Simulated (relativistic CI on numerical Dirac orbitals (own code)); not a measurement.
Ru³⁺ (4d5) in a crystal field

Calculated by Dirac-Coulomb-Breit CI, KLI orbitals optimised for each configuration, model QED (radiative potential, 1s self-energy scaled to tabulated hydrogen-like ionisation energies), valence Slater integrals scaled by 0.75, one configuration in a parametric crystal field (own radial code).

Field parameters in Wybourne normalisation: Td as Oh with Dq negative (B⁴₀ = 21Dq, B⁴₄ = √(5/14) B⁴₀). The field is a parameter set, without covalency.

S and J are read from ⟨S²⟩ = S(S + 1) and ⟨J²⟩ = J(J + 1) of each level; they are not fictitious spins.

Td, 10Dq = -2650 cm⁻¹, the lowest 16 levels:

```csv
E (cm⁻¹),Degeneracy,Irrep,S,J
0.0,4,Γ8,2.49,2.50
0.0,2,Γ7,2.49,2.50
18844,4,Γ8,1.47,3.47
19046,2,Γ7,1.48,4.10
19052,2,Γ6,1.49,3.63
19112,4,Γ8,1.49,3.90
20063,2,Γ6,1.49,4.69
20085,4,Γ8,1.49,4.67
20133,2,Γ7,1.47,3.13
20171,4,Γ8,1.49,4.47
20395,4,Γ8,1.49,4.54
20436,2,Γ7,1.49,4.21
20465,2,Γ6,1.49,4.87
20542,4,Γ8,1.49,4.62
23375,2,Γ7,1.48,3.08
23436,4,Γ8,1.48,2.98
```

Td, 10Dq = -4800 cm⁻¹, the lowest 10 levels:

| E (cm⁻¹) | Degeneracy | Irrep | S | J |
| --- | --- | --- | --- | --- |
| 0.0 | 4 | Γ8 | 2.49 | 2.50 |
| 0.0 | 2 | Γ7 | 2.49 | 2.50 |
| 17011 | 4 | Γ8 | 1.46 | 3.53 |
| 17196 | 2 | Γ7 | 1.48 | 3.96 |
| 17214 | 2 | Γ6 | 1.50 | 3.43 |
| 17316 | 4 | Γ8 | 1.49 | 3.73 |
| 19426 | 2 | Γ6 | 1.49 | 4.74 |
| 19458 | 4 | Γ8 | 1.49 | 4.79 |
| 19599 | 4 | Γ8 | 1.48 | 4.10 |
| 19733 | 2 | Γ7 | 1.47 | 2.98 |

Td, 10Dq = -6900 cm⁻¹, the lowest 10 levels:

```csv
E (cm⁻¹),Degeneracy,Irrep,S,J
0.0,2,Γ7,2.49,2.50
0.1,4,Γ8,2.49,2.50
15031,4,Γ8,1.43,3.55
15229,2,Γ7,1.46,3.92
15288,2,Γ6,1.50,3.33
15421,4,Γ8,1.49,3.63
18408,4,Γ8,1.42,4.12
18471,2,Γ6,1.49,4.66
18569,4,Γ8,1.48,4.69
18797,2,Γ7,1.47,3.05
```

Principal g values of the ground doublet: 3.33, 3.33, 3.33.

Td, 10Dq = -9050 cm⁻¹, the lowest 16 levels:

| E (cm⁻¹) | Degeneracy | Irrep | S | J |
| --- | --- | --- | --- | --- |
| 0.0 | 2 | Γ7 | 2.49 | 2.51 |
| 0.3 | 4 | Γ8 | 2.49 | 2.51 |
| 12813 | 4 | Γ8 | 1.35 | 3.64 |
| 13084 | 2 | Γ7 | 1.42 | 3.94 |
| 13266 | 2 | Γ6 | 1.50 | 3.27 |
| 13417 | 4 | Γ8 | 1.49 | 3.54 |
| 16192 | 4 | Γ8 | 1.02 | 4.31 |
| 17172 | 2 | Γ6 | 1.49 | 4.52 |
| 17241 | 4 | Γ8 | 1.49 | 4.73 |
| 17339 | 2 | Γ7 | 1.47 | 3.18 |
| 17686 | 4 | Γ8 | 1.31 | 3.84 |
| 18250 | 2 | Γ7 | 0.69 | 5.19 |
| 20126 | 4 | Γ8 | 1.41 | 4.53 |
| 20265 | 2 | Γ6 | 1.39 | 4.65 |
| 20291 | 2 | Γ7 | 1.44 | 4.44 |
| 20477 | 4 | Γ8 | 1.47 | 4.52 |

Principal g values of the ground doublet: 3.32, 3.32, 3.32.

Td, 10Dq = -11150 cm⁻¹, the lowest 16 levels:

| E (cm⁻¹) | Degeneracy | Irrep | S | J |
| --- | --- | --- | --- | --- |
| 0.0 | 2 | Γ7 | 2.48 | 2.51 |
| 0.8 | 4 | Γ8 | 2.48 | 2.51 |
| 10268 | 4 | Γ8 | 1.13 | 3.87 |
| 10794 | 2 | Γ7 | 1.32 | 4.07 |
| 11273 | 2 | Γ6 | 1.50 | 3.23 |
| 11429 | 4 | Γ8 | 1.49 | 3.47 |
| 13211 | 4 | Γ8 | 1.11 | 4.23 |
| 14813 | 2 | Γ7 | 0.87 | 4.93 |
| 15666 | 2 | Γ6 | 1.49 | 4.38 |
| 15720 | 2 | Γ7 | 1.45 | 3.25 |
| 15731 | 4 | Γ8 | 1.49 | 4.57 |
| 15846 | 4 | Γ8 | 1.45 | 3.62 |
| 19730 | 2 | Γ6 | 1.08 | 4.91 |
| 19752 | 4 | Γ8 | 1.24 | 4.71 |
| 20087 | 2 | Γ7 | 1.37 | 4.45 |
| 20370 | 4 | Γ8 | 1.41 | 4.54 |

Principal g values of the ground doublet: 3.32, 3.32, 3.32.

The free-ion ground term has S = 5/2. Every field shown keeps that spin.

Levels of this model without a field, named by their leading LS term (the scale mimics covalency, so terms lie below those of the real free ion): 6S_5/2 0, 4G_5/2 20103, 4G_7/2 20368, 4G_11/2 20453, 4G_9/2 20525, 4P_5/2 22498, 4P_3/2 22959, 4P_1/2 23572 cm⁻¹.
